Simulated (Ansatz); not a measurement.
Cu(NH2)2 (CuN2H4). Charge 0, multiplicity 2. Geometry relaxed at r2SCAN-D4/def2-TZVP.

```xyz
7

Cu    0.002    0.001    0.000
N    -0.427    0.997   -1.401
H     0.226    1.493   -1.993
H    -1.366    1.161   -1.740
N     0.428   -0.997    1.402
H     1.366   -1.164    1.741
H    -0.228   -1.492    1.991
```

The relaxation made no stability test and no search for a lower SCF solution. No other spin state of charge 0 was run.

Problem. Estimate the harmonic wavenumbers at UKS r2SCAN-D4/def2-TZVP (Ansatz, unscaled). Is this a minimum?

Solution. 143, 185, 432, 444, 460, 582, 610, 662, 731, 1557, 1560, 3527, 3531, 3620, 3621 cm⁻¹. Yes, no mode is imaginary beyond noise. Zero-point energy 129.6 kJ/mol. It took 33 s on 4 threads of Intel Xeon 6975P-C on a shared host.
